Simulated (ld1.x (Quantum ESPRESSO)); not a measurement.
**Transferability test, RRKJ potential for W (Z = 74)**

```
Element                 : tungsten (W)
Generator               : ld1.x (Quantum ESPRESSO) 7.5
Type                    : norm-conserving RRKJ (Kleinman–Bylander form)
Functional              : revPBE
Relativity              : fully relativistic
Frozen core             : [Xe]
Valence charge          : 20
Reference configuration : 4f14 5d4 6s1.5 6p0 (charge +0.5)
Partial waves           : 6p (bound, empty): rc 2.75 bohr; 5d (bound): rc 2.55 bohr; 4f (bound): rc 0.80 bohr; 6s (bound): rc 2.15 bohr
Local potential         : the s channel
Core correction         : none
rho0                    : 0.001
```

Open shells are filled in proportion to 2j + 1 (rel_dist='average').

Energies are relative to the spin-unpolarised reference configuration 4f14 5d4 6s1.5 6p0; without spin polarisation the order of configurations can differ from experiment. The frozen-core shift is the all-electron ΔE with the core orbitals held at their reference shape minus the fully relaxed ΔE.

```
valence configuration  charge  ΔE all-electron (eV)  error AE − PS (meV)  frozen-core shift (meV)
     4f14 5d4 6s2 6p0       0                -3.602                 +1.6                     +0.3
     4f14 5d4 6s1 6p0      +1                 5.209                 +3.2                     +0.5
     4f14 5d4 6s0 6p0      +2                20.754                  +61                     +9.0
     4f14 5d2 6s0 6p0      +4                83.103                 +110                     +614
 4f14 5d4.5 6s1.5 6p0       0                -2.914                 -2.1                     +4.4
     4f14 5d3 6s2 6p1       0                 0.366                  -14                      +40
```

(1) What are ΔE and the potential's error for 4f13 5d5 6s1 6p0?

Levels in the configuration 4f14 5d4 6s0 6p0:

```tsv
level	all-electron (eV)	pseudo (eV)
4f j=5/2	-50.330	-50.115
4f j=7/2	-48.093	-47.880
5d j=3/2	-20.277	-20.265
5d j=5/2	-19.439	-19.418
```

Results:

(1) ΔE = 37.928 eV all-electron; the error (AE − PS) is -2378 meV.

These tests converged, but a pseudo level misses the all-electron one widely, so the file describes the atom poorly there or has found another state: 4f13 5d5 6s1 6p0: 4f by 5.3 eV.
